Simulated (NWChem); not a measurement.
System: C$_{2}$H$_{6}$O$_{2}$Si; SMILES O=C(O)C[SiH3]

NWChem input:

```
start job
memory heap 200 mb stack 900 mb global 1100 mb
geometry units angstroms noautoz
  O     -1.316079     0.915220     0.000000
  C     -0.101907     1.026280     0.000000
  O      0.519391     2.231620     0.000000
  C      0.871520    -0.128951     0.000000
  Si    -0.024273    -1.810948     0.000000
  H     -0.203295     2.897335     0.000000
  H      1.542856    -0.037587     0.880832
  H      1.542856    -0.037587    -0.880832
  H     -0.868082    -1.961368    -1.231647
  H     -0.868082    -1.961368     1.231647
  H      1.026914    -2.889517     0.000000
end
basis spherical
  * library def2-svp
end
dft
  xc r2scan
  iterations 150
  mulliken
end
task dft gradient
```

Parts of the log:

```
             Northwest Computational Chemistry Package (NWChem) 7.3.0
             --------------------------------------------------------

 CS  symmetry detected

                             Geometry "geometry" -> ""
                             -------------------------

 Output coordinates in angstroms (scale by  1.889725989 to convert to a.u.)

  No.       Tag          Charge          X              Y              Z
 ---- ---------------- ---------- -------------- -------------- --------------
    1 O                    8.0000    -1.30614276     0.90676990     0.00000000
    2 C                    6.0000    -0.09064313     1.00220896     0.00000000
    3 O                    8.0000     0.54610171     2.19946070     0.00000000
    4 C                    6.0000     0.86784951    -0.16544281     0.00000000
    5 Si                  14.0000    -0.04949646    -1.83578271     0.00000000
    6 H                    1.0000    -0.16796482     2.87441293     0.00000000
    7 H                    1.0000     1.54030476    -0.08271837     0.88083200
    8 H                    1.0000     1.54030476    -0.08271837    -0.88083200
    9 H                    1.0000    -0.89516980    -1.97534063    -1.23164700
   10 H                    1.0000    -0.89516980    -1.97534063     1.23164700
   11 H                    1.0000     0.98773546    -2.92777865     0.00000000

 Effective nuclear repulsion energy (a.u.)     222.0294472889

      Symmetry information
      --------------------

 Group name             Cs
 Group number              2
 Group order               2
 No. of unique centers     9

                                 NWChem DFT Module
                                 -----------------

 Summary of "ao basis" -> "ao basis" (spherical)
 ------------------------------------------------------------------------------
       Tag                 Description            Shells   Functions and Types
 ---------------- ------------------------------  ------  ---------------------
 O                          def2-svp                 6       14   3s2p1d
 C                          def2-svp                 6       14   3s2p1d
 Si                         def2-svp                 8       18   4s3p1d
 H                          def2-svp                 3        5   2s1p

      Symmetry analysis of basis
      --------------------------

        a'         71
        a"         33

            General Information
            -------------------
          SCF calculation type: DFT
          Wavefunction type:  closed shell.
          No. of atoms     :    11
          No. of electrons :    48
           Alpha electrons :    24
            Beta electrons :    24
          Charge           :     0
          Spin multiplicity:     1
          Use of symmetry is: on ; symmetry adaption is: on
          Maximum number of iterations: 150
          AO basis - number of functions:   104
                     number of shells:    50
          Convergence on energy requested:  1.00D-06
          Convergence on density requested:  1.00D-05
          Convergence on gradient requested:  5.00D-04

              XC Information
              --------------
                      r^2SCAN Method XC Functional
               r^2SCAN metaGGA Exchange Functional  1.000
                     r^2SCAN Correlation Potential  1.000

             Grid Information
             ----------------
          Grid used for XC integration:  medium
          Radial quadrature: Mura-Knowles
          Angular quadrature: Lebedev.
          Tag              B.-S. Rad. Rad. Pts. Rad. Cut. Ang. Pts.
          ---              ---------- --------- --------- ---------
          O                   0.60       49          12.0       434
          C                   0.70       49          11.0       434
          Si                  1.10       88          12.0       590
          H                   0.35       45          13.0       434
          Grid pruning is: on
          Number of quadrature shells:   464
          Spatial weights used:  Erf1

      Superposition of Atomic Density Guess
      -------------------------------------

 Sum of atomic energies:        -516.36614718

      Non-variational initial energy
      ------------------------------

 Total energy =    -518.612894
 1-e energy   =   -1151.767741
 2-e energy   =     411.125399
 HOMO         =      -0.385214
 LUMO         =       0.035075

      Symmetry analysis of molecular orbitals - initial
      -------------------------------------------------

  Numbering of irreducible representations:

     1 a'          2 a"

  Orbital symmetries:

     1 a'          2 a'          3 a'          4 a'          5 a'
     6 a'          7 a'          8 a"          9 a'         10 a'
    11 a'         12 a'         13 a'         14 a'         15 a'
    16 a'         17 a"         18 a'         19 a"         20 a"
    21 a'         22 a"         23 a'         24 a'         25 a"
    26 a'         27 a'         28 a'         29 a"         30 a'
    31 a'         32 a"         33 a'         34 a'

     ---------------------------------------------
      Total Density - Mulliken Population Analysis
     ---------------------------------------------

    Atom       Charge   Shell Charges
 -----------   ------   -------------------------------------------------------
    1 O    8     8.76   1.99  1.13  0.68  3.08  1.87  0.01
    2 C    6     5.10   1.99  0.89  0.17  1.42  0.50  0.12
    3 O    8     8.49   1.99  1.11  0.62  2.96  1.81  0.01
    4 C    6     6.50   1.99  0.97  0.26  2.07  1.20  0.02
    5 Si  14    13.56   2.00  1.99  1.00  0.29  5.94  1.12  1.09  0.13
    6 H    1     0.67   0.52  0.09  0.06
    7 H    1     0.85   0.64  0.18  0.02
    8 H    1     0.85   0.64  0.18  0.02
    9 H    1     1.07   0.70  0.37  0.01
   10 H    1     1.07   0.70  0.37  0.01
   11 H    1     1.08   0.70  0.37  0.01

   convergence    iter        energy       DeltaE   RMS-Dens  Diis-err
 ---------------- ----- ----------------- --------- --------- ---------
 d= 0,ls=0.0,diis     1   -519.2321693833 -7.41D+02  2.20D-02  1.13D+00
 d= 0,ls=0.0,diis     2   -518.7686701141  4.63D-01  1.64D-02  5.82D+00
 d= 0,ls=0.0,diis     3   -519.3410321923 -5.72D-01  4.03D-03  2.52D-01
 d= 0,ls=0.0,diis     4   -519.3599729168 -1.89D-02  1.36D-03  6.81D-02
 d= 0,ls=0.0,diis     5   -519.3665522592 -6.58D-03  2.89D-04  1.41D-03
  Resetting Diis
 d= 0,ls=0.0,diis     6   -519.3666825931 -1.30D-04  1.02D-04  1.73D-04
 d= 0,ls=0.0,diis     7   -519.3667048660 -2.23D-05  3.61D-05  4.03D-06
 d= 0,ls=0.0,diis     8   -519.3667042061  6.60D-07  2.38D-05  9.52D-06
 d= 0,ls=0.0,diis     9   -519.3667053329 -1.13D-06  6.94D-06  1.06D-06
 d= 0,ls=0.0,diis    10   -519.3667054348 -1.02D-07  1.40D-06  4.84D-08

         Total DFT energy =     -519.366705434755
      One electron energy =    -1155.284110308557
           Coulomb energy =      464.855113731755
    Exchange-Corr. energy =      -50.967156146895
 Nuclear repulsion energy =      222.029447288942

 Numeric. integr. density =       48.000010317626

                  Occupations of the irreducible representations
                  ----------------------------------------------

                     irrep           alpha         beta
                     --------     --------     --------
                     a'               19.0         19.0
                     a"                5.0          5.0

                       DFT Final Molecular Orbital Analysis
                       ------------------------------------

 Vector   22  Occ=2.000000D+00  E=-3.116753D-01  Symmetry=a'
              MO Center=  3.9D-01, -2.2D+00, -1.6D-17, r^2= 2.7D+00
   Bfn.  Coefficient  Atom+Function         Bfn.  Coefficient  Atom+Function
  ----- ------------  ---------------      ----- ------------  ---------------
   100      0.390541  11 H  s               101      0.219498  11 H  s
    64      0.205470   5 Si px               65     -0.194839   5 Si py
    67      0.157762   5 Si px               47      0.146507   4 C  py
    90     -0.145295   9 H  s                95     -0.145295  10 H  s
    68     -0.132760   5 Si py               61     -0.116979   5 Si px

 Vector   23  Occ=2.000000D+00  E=-2.974388D-01  Symmetry=a"
              MO Center= -3.5D-01,  1.4D+00, -1.9D-15, r^2= 2.4D+00
   Bfn.  Coefficient  Atom+Function         Bfn.  Coefficient  Atom+Function
  ----- ------------  ---------------      ----- ------------  ---------------
    34     -0.461139   3 O  pz                6      0.429267   1 O  pz
    37     -0.353658   3 O  pz                9      0.306315   1 O  pz
    20      0.122577   2 C  pz               90      0.078194   9 H  s
    95     -0.078194  10 H  s                66     -0.071304   5 Si pz
    23      0.061407   2 C  pz               69     -0.042983   5 Si pz

[...]

                         DFT ENERGY GRADIENTS

    atom               coordinates                        gradient
                 x          y          z           x          y          z
   1 O      -2.468252   1.713547   0.000000   -0.015336  -0.001887   0.000000
   2 C      -0.171291   1.893900   0.000000    0.007436  -0.000894   0.000000
   3 O       1.031983   4.156378   0.000000    0.010633   0.001477   0.000000
   4 C       1.639998  -0.312642   0.000000   -0.000343  -0.000273   0.000000
   5 Si     -0.093535  -3.469126   0.000000    0.000394   0.000901   0.000000
   6 H      -0.317407   5.431853   0.000000   -0.006115   0.004977   0.000000
   7 H       2.910754  -0.156315   1.664531    0.002580  -0.000270   0.003436
   8 H       2.910754  -0.156315  -1.664531    0.002580  -0.000270  -0.003436
   9 H      -1.691626  -3.732853  -2.327475   -0.002151  -0.000483  -0.003101
  10 H      -1.691626  -3.732853   2.327475   -0.002151  -0.000483   0.003101
  11 H       1.866549  -5.532699   0.000000    0.002474  -0.002795   0.000000
```

Level: r2SCAN/def2-SVP. Structure relaxed at the PBE-D3(BJ)/def2-SVP level.
